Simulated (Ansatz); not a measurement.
Job for Ansatz (a program for electronic structure): R-CCSD(T)/aug-cc-pV(T+d)Z on HNP (SMILES [NH+]#P), atoms moved off the minimum. Charge +1. Files ending in .json are basis or fitting sets from the Basis Set Exchange.

Ansatz 0.2 input:
```yaml
crystal:
  periodic: [false, false, false]
  atoms:
    - {symbol: N, position_ang: [-0.01475265, -0.04880333, -0.81148972]}
    - {symbol: P, position_ang: [-0.01206207, -0.01814737, 0.47732473]}
    - {symbol: H, position_ang: [-0.00916671, 0.01051411, -1.94797858]}
basis:
  gaussian:
    orbitals: aug-cc-pV_T+d_Z.json
total_charge: 1
magnetization: {spin_polarized: false}
correlation: {method: ccsd_t, electrons: outside_noble_gas}
scf: {lower_state_search: off}
output: {forces: true}
```

It printed:

```
WARN ansatz: RAYON_NUM_THREADS=1 ignored (pool sized by the plan → 1); use --threads N
Functional definition: HF
these checks for a lower state are left out or cut short: starts, cluster_reference, orbital_swaps, neighbouring_geometries, increment
integrals: 0.20 GiB planned
731 factors; integrals over basis functions are off by at most 8.2e-4 eV
mean field: 0.20 GiB planned
mean field evaluation 1: about -10753.2125 eV, gradient 6.6e1 eV
mean field evaluation 2: about -10753.2208 eV, gradient 6.6e1 eV
mean field evaluation 4: about -10760.7538 eV, gradient 4.3e0 eV
mean field evaluation 8: about -10760.8041 eV, gradient 2.0e-1 eV
mean field -10760.80431081 eV, -395.4522644871 hartree, gradient 4.5e-6 eV, S^2 0.000000; 0 other end points of the search recorded, 0 dependent functions left out
6 core orbitals not correlated
reference -10760.80431081 eV, -395.4522644871 hartree; 5, 5 occupied and 113, 113 virtual orbitals, 731 factors
densities: 0.82 GiB planned
second order -8.51682561 eV of doubles, -0.00000000 eV of singles
coupled cluster: 0.52 GiB planned
cycle   1  -8.57714374 eV  change   -6.0e-2 eV  update   7.5e-2
cycle   2  -8.84428164 eV  change   -2.7e-1 eV  update   2.4e-2
cycle   3  -8.91058505 eV  change   -6.6e-2 eV  update   1.2e-2
cycle   4  -8.90315643 eV  change    7.4e-3 eV  update   2.5e-3
cycle   5  -8.90501817 eV  change   -1.9e-3 eV  update   1.1e-3
cycle   6  -8.90510065 eV  change   -8.2e-5 eV  update   2.4e-4
cycle   7  -8.90504254 eV  change    5.8e-5 eV  update   6.4e-5
cycle   8  -8.90505360 eV  change   -1.1e-5 eV  update   2.2e-5
cycle   9  -8.90504386 eV  change    9.7e-6 eV  update   4.9e-6
cycle  10  -8.90503993 eV  change    3.9e-6 eV  update   1.3e-6
perturbative correction -0.43127775 eV, -0.0158491651 hartree
the calculation of the forces begins
Total energy: -10770.14062850 eV, -395.7953678337 hartree
Atom 0 at    -0.014753    -0.048803    -0.811490 Å, force    -0.001948    -0.051247   -26.529308 eV/Å
Atom 1 at    -0.012062    -0.018147     0.477325 Å, force     0.035083     0.406265    22.559155 eV/Å
Atom 2 at    -0.009167     0.010514    -1.947979 Å, force    -0.033136    -0.355017     3.970153 eV/Å
Dipole moment:     0.002556     0.027563    -0.151016 e Å
Checks for a lower state left out: starts, cluster_reference, orbital_swaps, neighbouring_geometries, increment
```

Self-consistency was reached.

Cost: around 40 core-seconds (rough).
